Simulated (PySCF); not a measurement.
# Correlation energy of Ar+ (argon, charge +1)

[Ne] 3s1 3p6, 2S determinant (an excited configuration). Calculation: PySCF 2.14, in dyall-av2z; no relativity, point nucleus. Frozen: [Ne]; 7 electrons correlated; the 16 highest virtual orbitals of each spin left out.

MP2 pair energies summed by pair of shells (mhartree):

```tsv
pair	energy	share (%)
3p-3p	-211.84	93.9
3s-3p	-13.82	6.1
```

Total MP2 correlation energy: -225.66 mhartree.

Same-spin part -42.16 and opposite-spin part -183.50 mhartree; SCS-MP2 scales them by 1/3 and 6/5 to -234.25 mhartree.
